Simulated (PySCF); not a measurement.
Compound: trans-Sn(H2O)2Cl4.
Bonds: Sn1–O2, Sn1–O5, Sn1–Cl8, Sn1–Cl9, Sn1–Cl10, Sn1–Cl11. Hydrogens: H3, H4 on O2; H6, H7 on O5.

Theory: PySCF, PBE0-D3(BJ)/def2-SVP geometry optimisation, gas phase, def2 core potentials past Kr.

Problem. How far are the bound atoms from Sn1?

Solution. 6 atoms: O2 2.278 Å, O5 2.278 Å, Cl8 2.385 Å, Cl9 2.385 Å, Cl10 2.386 Å, Cl11 2.388 Å. The nearest atom not counted as bound is H6, at 2.65 Å.

Problem. List the angles at Sn1.

Solution. 
```tsv
angle	degrees	distance of the outer atoms (Å)
O2–Sn1–O5	179.8	4.56
Cl8–Sn1–Cl9	179.5	4.77
Cl10–Sn1–Cl11	179.5	4.77
O2–Sn1–Cl11	96.0	3.47
O5–Sn1–Cl10	95.6	3.46
O5–Sn1–Cl9	95.5	3.45
O2–Sn1–Cl8	95.0	3.44
Cl8–Sn1–Cl11	90.2	3.38
Cl9–Sn1–Cl10	90.2	3.38
Cl8–Sn1–Cl10	89.8	3.37
Cl9–Sn1–Cl11	89.8	3.37
O5–Sn1–Cl8	85.0	3.15
O2–Sn1–Cl9	84.6	3.14
O2–Sn1–Cl10	84.5	3.14
O5–Sn1–Cl11	83.8	3.12
```

Problem. What is the shape at Sn1?

Solution. Octahedral: the three widest angles are 179.8°, 179.5° and 179.5°, the others run from 83.8° to 96.0°.

Problem. What are the other bond lengths?

Solution. O2–H3 and 3 like bonds 0.973 Å.

Charge 0, singlet. PBE0-D3(BJ)/def2-SVP frequencies: not computed here.

The run took 4.3 min of wall time on an Intel Xeon 6975P-C with one thread, no GPU, shared host with 192 logical CPUs at a one-minute load of 70, and the process peaked at 0.63 GiB of memory. That covers the optimisation of the geometry.
